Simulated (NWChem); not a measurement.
System: NiClF, triplet; SMILES [F][Ni][Cl]

Here is an NWChem input.

```
start job
memory heap 200 mb stack 900 mb global 1100 mb
geometry units angstroms noautoz
  Ni    -0.086957    -0.057417     0.375635
  F     -0.150000    -0.099041     2.086317
  Cl    -0.021083    -0.013923    -1.690904
end
basis spherical
  * library def2-svp
end
dft
  odft
  mult 3
  xc mn15
  iterations 150
  mulliken
end
task dft energy
```

Excerpt of the output:

```
             Northwest Computational Chemistry Package (NWChem) 7.3.0
             --------------------------------------------------------

 CS  symmetry detected

                             Geometry "geometry" -> ""
                             -------------------------

 Output coordinates in angstroms (scale by  1.889725989 to convert to a.u.)

  No.       Tag          Charge          X              Y              Z
 ---- ---------------- ---------- -------------- -------------- --------------
    1 Ni                  28.0000     0.00246494    -0.36566070     0.00000000
    2 F                    9.0000    -0.00414000    -2.07799719     0.00000000
    3 Cl                  17.0000    -0.00186813     1.70238083     0.00000000

 Effective nuclear repulsion energy (a.u.)     221.0941338578

      Symmetry information
      --------------------

 Group name             Cs
 Group number              2
 Group order               2
 No. of unique centers     3

                                 NWChem DFT Module
                                 -----------------

 Summary of "ao basis" -> "ao basis" (spherical)
 ------------------------------------------------------------------------------
       Tag                 Description            Shells   Functions and Types
 ---------------- ------------------------------  ------  ---------------------
 Ni                         def2-svp                11       31   5s3p2d1f
 F                          def2-svp                 6       14   3s2p1d
 Cl                         def2-svp                 8       18   4s3p1d

      Symmetry analysis of basis
      --------------------------

        a'         44
        a"         19

            General Information
            -------------------
          SCF calculation type: DFT
          Wavefunction type:  spin polarized.
          No. of atoms     :     3
          No. of electrons :    54
           Alpha electrons :    28
            Beta electrons :    26
          Charge           :     0
          Spin multiplicity:     3
          Use of symmetry is: on ; symmetry adaption is: on
          Maximum number of iterations: 150
          AO basis - number of functions:    63
                     number of shells:    25
          Convergence on energy requested:  1.00D-06
          Convergence on density requested:  1.00D-05
          Convergence on gradient requested:  5.00D-04

              XC Information
              --------------
                         MN15 Method XC Functional
                     Hartree-Fock (Exact) Exchange  0.440
                          MN15 Exchange Functional  1.000
                        MN15 Correlation Potential  1.000

             Grid Information
             ----------------
          Grid used for XC integration:  medium
          Radial quadrature: Mura-Knowles
          Angular quadrature: Lebedev.
          Tag              B.-S. Rad. Rad. Pts. Rad. Cut. Ang. Pts.
          ---              ---------- --------- --------- ---------
          Ni                  1.35      112           8.0       590
          F                   0.50       49          10.0       434
          Cl                  1.00       88           8.0       590
          Grid pruning is: on
          Number of quadrature shells:   249
          Spatial weights used:  Erf1

      Superposition of Atomic Density Guess
      -------------------------------------

 Sum of atomic energies:       -2065.21459410

      Non-variational initial energy
      ------------------------------

 Total energy =   -2064.672909
 1-e energy   =   -3308.382412
 2-e energy   =    1022.615369
 HOMO         =      -0.418735
 LUMO         =      -0.418733

 !!!!!!!!!!!!!!!!!!!!!!!!!!!!!!!!!!!!!!!!!!!!!!!!!!!!!!!!!!!!!!!!!!!!!!
 Warning - the HOMO and LUMO are degenerate and you are using symmetry.
 This can lead to non-variational energies and poor convergence.
 Modify the initial guess, or use an open-shell wavefunction, or turn
 off symmetry.
 !!!!!!!!!!!!!!!!!!!!!!!!!!!!!!!!!!!!!!!!!!!!!!!!!!!!!!!!!!!!!!!!!!!!!!

   Symmetry analysis of molecular orbitals - initial alpha
   -------------------------------------------------------

  Numbering of irreducible representations:

     1 a'          2 a"

  Orbital symmetries:

     1 a'          2 a'          3 a'          4 a'          5 a'
     6 a"          7 a'          8 a'          9 a'         10 a'
    11 a"         12 a'         13 a'         14 a'         15 a"
    16 a'         17 a'         18 a'         19 a'         20 a"
    21 a'         22 a"         23 a'         24 a'         25 a"
    26 a'         27 a"         28 a'         29 a'         30 a'
    31 a"         32 a'         33 a'         34 a'         35 a'
    36 a"         37 a'         38 a'

   Symmetry analysis of molecular orbitals - initial beta
   ------------------------------------------------------

  Numbering of irreducible representations:

     1 a'          2 a"

  Orbital symmetries:

     1 a'          2 a'          3 a'          4 a'          5 a'
     6 a"          7 a'          8 a'          9 a'         10 a'
    11 a"         12 a'         13 a'         14 a'         15 a"
    16 a'         17 a'         18 a'         19 a'         20 a"
    21 a'         22 a"         23 a'         24 a'         25 a"
    26 a'         27 a"         28 a'         29 a'         30 a'
    31 a"         32 a'         33 a'         34 a'         35 a'
    36 a"         37 a'         38 a'

     ---------------------------------------------
      Total Density - Mulliken Population Analysis
     ---------------------------------------------

    Atom       Charge   Shell Charges
 -----------   ------   -------------------------------------------------------
    1 Ni  28    28.06   2.00  2.00  2.00  0.53  0.07  6.00  6.00  0.17  7.19  2.10  0.00
    2 F    9     9.74   1.99  1.15  0.81  3.56  2.23  0.00
    3 Cl  17    16.20   2.00  1.99  1.22  0.72  5.93  1.69  2.64  0.01

     --------------------------------------------
      Spin Density - Mulliken Population Analysis
     --------------------------------------------

    Atom       Charge   Shell Charges
 -----------   ------   -------------------------------------------------------
    1 Ni  28     0.61   0.00  0.00  0.00  0.00  0.00  0.00  0.00  0.01  0.51  0.09  0.00
    2 F    9     0.06   0.00  0.00  0.00  0.04  0.02  0.00
    3 Cl  17     1.34   0.00  0.00  0.00 -0.00  0.01  0.51  0.82 -0.00

   convergence    iter        energy       DeltaE   RMS-Dens  Diis-err
 ---------------- ----- ----------------- --------- --------- ---------
 d= 0,ls=0.0,diis     1  -2067.3690955072 -2.29D+03  3.35D-02  9.73D-01
                                                     4.30D-02  1.57D+00
 d= 0,ls=0.0,diis     2  -2060.1146103713  7.25D+00  2.96D-02  2.70D+01
                                                     3.85D-02  1.42D+01
 d= 0,ls=0.0,diis     3  -2067.6405239032 -7.53D+00  7.83D-03  7.37D-01
                                                     1.03D-02  6.36D-01
 d= 0,ls=0.0,diis     4  -2067.7845404838 -1.44D-01  3.26D-03  5.62D-01
                                                     3.78D-03  4.60D-01
 d= 0,ls=0.0,diis     5  -2067.9269650456 -1.42D-01  1.97D-03  5.32D-02
                                                     1.72D-03  3.55D-02
  Resetting Diis
 d= 0,ls=0.0,diis     6  -2067.9417219544 -1.48D-02  8.50D-04  3.04D-03
                                                     7.94D-04  2.13D-03
 d= 0,ls=0.0,diis     7  -2067.9430007228 -1.28D-03  3.26D-04  1.65D-04
                                                     4.18D-04  1.93D-04
 d= 0,ls=0.0,diis     8  -2067.9429140256  8.67D-05  1.66D-04  5.89D-04
                                                     2.27D-04  5.61D-04
 d= 0,ls=0.0,diis     9  -2067.9431080913 -1.94D-04  4.65D-05  3.79D-05
                                                     7.72D-05  4.42D-05
 d= 0,ls=0.0,diis    10  -2067.9431220988 -1.40D-05  5.13D-05  1.11D-05
                                                     3.36D-05  5.17D-06
 d= 0,ls=0.0,diis    11  -2067.9431260329 -3.93D-06  1.66D-05  9.60D-07
                                                     2.58D-05  1.19D-06
 d= 0,ls=0.0,diis    12  -2067.9431268106 -7.78D-07  4.95D-06  1.03D-07
                                                     9.41D-06  9.70D-08

         Total DFT energy =    -2067.943126810588
      One electron energy =    -3309.667783893147
           Coulomb energy =     1122.499546668014
    Exchange-Corr. energy =     -101.869023443278
 Nuclear repulsion energy =      221.094133857823

 Numeric. integr. density =       54.000002193360

                  Occupations of the irreducible representations
                  ----------------------------------------------

                     irrep           alpha         beta
                     --------     --------     --------
                     a'               21.0         20.0
                     a"                7.0          6.0

                    DFT Final Alpha Molecular Orbital Analysis
                    ------------------------------------------

 Vector   26  Occ=1.000000D+00  E=-3.961659D-01  Symmetry=a'
              MO Center=  1.2D-03,  6.4D-01, -7.3D-16, r^2= 2.4D+00
   Bfn.  Coefficient  Atom+Function         Bfn.  Coefficient  Atom+Function
  ----- ------------  ---------------      ----- ------------  ---------------
     4      0.479613  1 Ni s                 57     -0.388462  3 Cl py
    19      0.381183  1 Ni d  2              54     -0.346805  3 Cl py
     3     -0.261878  1 Ni s                 17      0.220039  1 Ni d  0
    51     -0.197898  3 Cl py                36     -0.156974  2 F  py
    49     -0.120018  3 Cl s                 24      0.117795  1 Ni d  2

[...]
```

Level: MN15/def2-SVP, spin-unrestricted. Structure relaxed at the PBE0/def2-SVP, spin-unrestricted level. The spin multiplicity was typed, not searched, and may not be the lowest. No stability test was run on the SCF state.
